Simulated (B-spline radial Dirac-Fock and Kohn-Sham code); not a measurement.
Dipole and non-dipole photoemission parameters of Hg 4d5/2

System: atomic mercury, [Xe] 4f14 5d10 6s2; threshold 358.8 eV (tabulated edge). Level of theory: Dirac-Hartree-Slater photoionisation with a Latter tail; cross sections with all multipoles, angular parameters from the dipole term and its interference with E2; a radial finite-basis atomic code.

The run's input, task.json:

```json
{"items": [{
  "Z": 80,
  "q": 0,
  "cfg": [[1, 0, 2], [2, 0, 2], [2, 1, 6], [3, 0, 2], [3, 1, 6], [3, 2, 10], [4, 0, 2], [4, 1, 6], [4, 2, 10], [4, 3, 14], [5, 0, 2], [5, 1, 6], [5, 2, 10], [6, 0, 2]],
  "A": 202,
  "rrms": 5.4648,
  "do": "xps",
  "hv": [56.2, 60.1, 95.0, 141.0, 170.0, 200, 212.0, 263.0, 361.0, 375.0, 519.0, 600, 769.0, 800, 947.0, 952.0, 1040.0, 1090.0, 1486.9, 1500.0, 1530.0, 3590.0, 3750.0, 4000, 4240.0, 4650.0, 8047.8, 8480.0, 9251.7, 12000],
  "edges": {"K": 83102.0, "L1": 14839.0, "L2": 14209.0, "L3": 12284.0, "M1": 3562.0, "M2": 3279.0, "M3": 2847.0, "M4": 2385.0, "M5": 2295.0, "N1": 802.2, "N2": 680.2, "N3": 576.6, "N4": 378.2, "N5": 358.8, "N6": 104.0, "N7": 99.9, "O1": 127.0, "O2": 83.1, "O3": 64.5}
}]}
```

Command: `python xray2_run.py task.json out`

For linearly polarised light dσ/dΩ = σ/(4π) [1 + β P₂(cos θ) + (δ + γ cos²θ) sin θ cos φ], with θ from the polarisation vector and φ the angle between the beam and the projection of the electron momentum on the plane normal to the polarisation.

```csv
hν (eV),σ (kb),β,γ,δ
375,162,0.776,0.090,0.007
519,346,-0.487,-0.152,0.144
600,382,-0.029,0.009,0.146
769,368,0.543,0.201,0.075
800,359,0.611,0.205,0.065
947,311,0.847,0.166,0.031
952,310,0.853,0.164,0.031
1040,281,0.949,0.123,0.020
1090,265,0.993,0.100,0.016
1486.9,166,1.204,-0.028,0.006
1500,164,1.208,-0.030,0.006
1530,158,1.218,-0.034,0.006
3590,25.3,1.346,0.264,0.044
3750,22.6,1.342,0.301,0.047
4000,19.1,1.334,0.360,0.052
4240,16.4,1.326,0.416,0.057
4650,12.8,1.311,0.510,0.065
8047.8,2.63,1.169,1.147,0.133
8480,2.24,1.152,1.212,0.141
9251.7,?,?,?,?
12000,0.739,1.028,1.645,0.212
```

Problem. Give the values at Ga Kα (9251.7 eV).

Solution. σ = 1.71 kb, β = 1.123, γ = 1.320, δ = 0.157.

Values without a named source are computed, but for edge energies of neutral atoms, which are taken from tables.
